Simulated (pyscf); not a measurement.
•H₂C–O–SiH₃, doublet

Gas-phase minimum from PySCF at ωB97X-D3(BJ)/def2-SVP, one conformer. •H₂C–O–SiH₃ lies 5.8 kcal/mol over its isomer H₃C–O–SiH₂• (electronic energy, ωB97M-D3(BJ)/def2-TZVP). 

```xyz
8

C     -0.4913    -0.9798    -0.1917
O      0.3700    -0.1519    -0.8320
Si     0.0079     1.4397    -1.2360
H     -1.5694    -0.8286    -0.3353
H     -0.0924    -1.9684     0.0502
H     -0.1055     2.2751    -0.0074
H      1.1229     1.9155    -2.0906
H     -1.2859     1.4815    -1.9785
```
Charge 0, spin multiplicity 2.

Bond lengths (Å): C1–O2 1.355, C1–H4 1.098, C1–H5 1.093, O2–Si3 1.682, Si3–H6 1.490, Si3–H7 1.483, Si3–H8 1.492. Angles (°): O2–C1–H4 118.6, O2–C1–H5 115.2, H4–C1–H5 120.8, C1–O2–Si3 123.7, O2–Si3–H6 110.4, O2–Si3–H7 106.3, O2–Si3–H8 109.4, H6–Si3–H7 110.6, H6–Si3–H8 109.2, H7–Si3–H8 110.9.

Properties at ωB97X-D3(BJ)/def2-SVP:

```yaml
harmonic_wavenumbers_unscaled: 114, 186, 227, 555, 720, 738, 778, 954, 971, 992, 1185, 1323, 1491, 2255, 2268, 2307, 3128, 3281 cm⁻¹
zero_point_energy: 33.6 kcal/mol
rotational_symmetry_number: 1
Entropy of this conformer at 298 K and 1 atm, rigid rotor and harmonic oscillator, modes under 100 cm⁻¹ raised to 100: 300.3 J/(mol K)
dipole_moment: 0.90 D
Spin expectation value S2: 0.753
```

Single-point totals, which compare only within one level (frozen core for MP2 and CC):

```csv
level,total energy (hartree)
ωB97X-D3(BJ)/def2-TZVP,-405.90294
PBE/def2-TZVP,-405.54884
r²SCAN/def2-TZVP,-405.75436
B3LYP-D3(BJ)/def2-TZVP,-405.88030
PBE0-D3(BJ)/def2-TZVP,-405.59026
M06-2X/def2-TZVP,-405.76695
ωB97M-D3(BJ)/def2-TZVP,-405.90673
UHF/def2-TZVPP,-404.61362
MP2/def2-TZVPP,-405.12206
CCSD/def2-TZVPP,-405.15910
CCSD(T)/def2-TZVPP,-405.17780
```

Soft torsions are taken as harmonic, which can shift the entropy by several J/(mol K). The CCSD(T) − MP2 part came from Ansatz, without density fitting, on the same reference.
